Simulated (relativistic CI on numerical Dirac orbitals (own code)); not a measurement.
## Calculated levels, Os⁴⁺

Computed by Dirac-Coulomb-Breit CI, KLI orbitals optimised for each configuration, a model potential for QED, valence Slater integrals scaled by 0.85, P86 correlation energy added to each configuration (own radial code, finite nucleus).

CI space (outside the closed core [Kr] 4d10 4f14 5s2): 5p6.5d4, 5p6.5d3.6s, 5p6.5d3.6p, 5p6.5d3.5f, 5p6.5d3.5g, 5p6.5d2.6s.6p, 5p6.5d3.7s, 5p6.5d3.6d, 5p5.5d5, 5p6.5d3.7p, 5p6.5d3.7d, 5p6.5d3.6f, 5p6.5d2.6s2, 5p6.5d.6s2.6p, 5p6.5d.5f.6s2, 5p6.5d.5g.6s2, 5p6.5d.6s2.7s, 5p6.5d.6s2.6d, 5p6.5d2.6p2, 5p6.5d.6s.6p2, 5p6.5d.6p3, 5p6.5d.5f.6p2, 5p6.5d.5g.6p2, 5p6.5d.6p2.7s, 5p6.5d.6p2.6d. Double excitations out of closed p, d and f shells are left out; levels of such configurations are missing from the list, as are those of other unlisted configurations, and high levels can miss mixing partners.

The lowest level is 5p6.5d4 5D_0, with 67 % of that term; Hund's rules for 5p6.5d4 give 5D with J = 0, in agreement.

| No. | Configuration | Term | J | E (cm⁻¹) | % | Landé g | Lifetime (s) | jj configuration (%) |
| --- | --- | --- | --- | --- | --- | --- | --- | --- |
| 1 | 5p6.5d4 | 5D | 0 | 0.0 | 67 |  |  | 5d3/2^4 (73) |
| 2 | 5p6.5d4 | 5D | 1 | 3711.8 | 85 | 1.499 | 4.70e-01 | 5d3/2^3 5d5/2 (83) |
| 3 | 5p6.5d4 | 5D | 2 | 7151.6 | 92 | 1.479 | 5.05e-01 | 5d3/2^2 5d5/2^2 (60) |
| 4 | 5p6.5d4 | 5D | 3 | 9958.4 | 89 | 1.461 | 1.09e+00 | 5d3/2^2 5d5/2^2 (52) |
| 5 | 5p6.5d4 | 5D | 4 | 12000.5 | 73 | 1.413 | 5.17e+00 | 5d3/2^3 5d5/2 (39) |
| 6 | 5p6.5d4 | 3P | 0 | 17536.8 | 55 |  | 1.81e-02 | 5d3/2^2 5d5/2^2 (66) |
| 7 | 5p6.5d4 | 3H | 4 | 19636.8 | 59 | 0.958 | 1.47e-01 | 5d3/2^3 5d5/2 (51) |
| 8 | 5p6.5d4 | 3G | 3 | 23320.4 | 60 | 0.904 | 5.97e-02 | 5d3/2^2 5d5/2^2 (50) |
| 9 | 5p6.5d4 | 3P | 1 | 23699.2 | 78 | 1.410 | 2.65e-02 | 5d3/2^2 5d5/2^2 (60) |
| 10 | 5p6.5d4 | 3F | 2 | 23831.7 | 72 | 0.790 | 4.58e-02 | 5d3/2^2 5d5/2^2 (54) |
| 11 | 5p6.5d4 | 3H | 5 | 24372.6 | 78 | 1.070 | 2.70e-01 | 5d3/2^2 5d5/2^2 (97) |
| 12 | 5p6.5d4 | 3H | 6 | 26570.5 | 76 | 1.127 | 6.96e+00 | 5d3/2^2 5d5/2^2 (86) |
| 13 | 5p6.5d4 | 3G | 4 | 28732.6 | 46 | 1.057 | 5.79e-02 | 5d3/2^2 5d5/2^2 (55) |
| 14 | 5p6.5d4 | 3P | 2 | 29567.2 | 56 | 1.330 | 9.94e-02 | 5d3/2^2 5d5/2^2 (71) |
| 15 | 5p6.5d4 | 3F | 4 | 30682.3 | 34 | 1.120 | 4.48e-02 | 5d3/2^2 5d5/2^2 (64) |
| 16 | 5p6.5d4 | 3F | 3 | 31592.1 | 59 | 1.082 | 5.98e-02 | 5d3/2^2 5d5/2^2 (45) |
| 17 | 5p6.5d4 | 3D | 3 | 33739.5 | 56 | 1.173 | 2.56e-02 | 5d3/2 5d5/2^3 (53) |
| 18 | 5p6.5d4 | 1D | 2 | 35144.3 | 32 | 1.116 | 2.43e-02 | 5d3/2 5d5/2^3 (53) |
| 19 | 5p6.5d4 | 3G | 5 | 35529.1 | 78 | 1.163 | 6.52e-02 | 5d3/2 5d5/2^3 (97) |
| 20 | 5p6.5d4 | 3D | 1 | 37635.5 | 89 | 0.605 | 1.84e-02 | 5d3/2 5d5/2^3 (71) |
| 21 | 5p6.5d4 | 1I | 6 | 37698.3 | 76 | 1.039 | 5.64e-02 | 5d3/2 5d5/2^3 (86) |
| 22 | 5p6.5d4 | 1G | 4 | 42604.7 | 50 | 1.073 | 2.94e-02 | 5d5/2^4 (38) |
| 23 | 5p6.5d4 | 3P | 2 | 43067.1 | 27 | 1.126 | 2.36e-02 | 5d3/2^2 5d5/2^2 (56) |
| 24 | 5p6.5d4 | 1S | 0 | 43193.8 | 77 |  | 1.55e-02 | 5d3/2 5d5/2^3 (76) |
| 25 | 5p6.5d4 | 1F | 3 | 45781.0 | 64 | 1.057 | 2.97e-02 | 5d3/2 5d5/2^3 (77) |
| 26 | 5p6.5d4 | 3P | 2 | 49295.2 | 75 | 1.341 | 2.56e-02 | 5d3/2^2 5d5/2^2 (54) |
| 27 | 5p6.5d4 | 3F | 4 | 52225.6 | 69 | 1.178 | 1.29e-02 | 5d3/2^2 5d5/2^2 (55) |
| 28 | 5p6.5d4 | 3F | 2 | 53935.8 | 68 | 0.818 | 1.72e-02 | 5d5/2^4 (37) |
| 29 | 5p6.5d4 | 3F | 3 | 54763.8 | 80 | 1.072 | 2.92e-02 | 5d3/2 5d5/2^3 (94) |
| 30 | 5p6.5d4 | 3P | 1 | 55196.2 | 96 | 1.486 | 1.69e-02 | 5d3/2 5d5/2^3 (90) |

Energies count from the lowest computed level; lifetimes are radiative, by E1, M1, E2 decay to levels of this space only. Filled j subshells are mostly left out of the jj labels.

The mean weight of the leading LS term, summed over parents, in these 30 levels is 67 %, and that of the leading jj configuration (from the same eigenvectors) 65 %.

At this charge configurations can still be misplaced by up to about 7 % of their energy. Levels and lines within the n = 5 or 6 shells can be off by up to 10 % or somewhat more, and those that change n by about 2 %, since core polarisation is missing. 30 of the 56 excited levels that our extract of the measured tables holds in this range could be paired (the sources list more); they are missed by 2507 cm⁻¹ on average and 4758 at most, and levels without a partner can miss by more. Some levels of the ground configuration have no partner and can miss by 10 % or more.

LS names give the leading component of a level, which can be under half, so a name can repeat, a term be missing and a line seem to break the LS rules.
